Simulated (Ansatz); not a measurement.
One change: `C=[C]([GeH3])[InH2]` becomes `C=[C](C)[InH2]`.

Ansatz, PBE0-D4/def2-TZVP geometries, multiplicity 1. 

Elements past krypton have def2 core potentials. Scalar relativity is left out up to krypton.

| property | `C=[C]([GeH3])[InH2]` |
| --- | --- |
| size of the dipole moment (ωB97M-V/def2-TZVPP) / D | 0.59 |
| HOMO energy (ωB97M-V/def2-TZVPP) / eV | -9.30 |
| HOMO energy (PBE0/def2-TZVPP) / eV | -7.21 |
| size of the dipole moment (PBE/def2-TZVPP) / D | 0.61 |
| size of the dipole moment (B3LYP/def2-TZVPP) / D | 0.61 |
| HOMO–LUMO gap (PBE/def2-TZVPP) / eV | 3.47 |

Question: What does the change do to each property? (Best estimate.)

Answer: The calculation gave: 
```json
{"property": "size of the dipole moment (ωB97M-V/def2-TZVPP) / D", "`C=[C](C)[InH2]`": "0.64", "shift": "0.05"}
{"property": "HOMO energy (ωB97M-V/def2-TZVPP) / eV", "`C=[C](C)[InH2]`": "-9.49", "shift": "-0.19"}
{"property": "HOMO energy (PBE0/def2-TZVPP) / eV", "`C=[C](C)[InH2]`": "-7.34", "shift": "-0.13"}
{"property": "size of the dipole moment (PBE/def2-TZVPP) / D", "`C=[C](C)[InH2]`": "0.82", "shift": "0.21"}
{"property": "size of the dipole moment (B3LYP/def2-TZVPP) / D", "`C=[C](C)[InH2]`": "0.75", "shift": "0.14"}
{"property": "HOMO–LUMO gap (PBE/def2-TZVPP) / eV", "`C=[C](C)[InH2]`": "3.73", "shift": "0.26"}
```

With PBE0 the HOMO falls by 0.13 eV and the LUMO rises by 0.17 eV, so the gap widens by about 0.30 eV. PBE moves the HOMO by -0.06 eV and ωB97M-V by -0.19 eV. Dipoles are sizes alone; their direction can turn.

B3LYP here is the variant with VWN-RPA as its local correlation; programs differ in this.
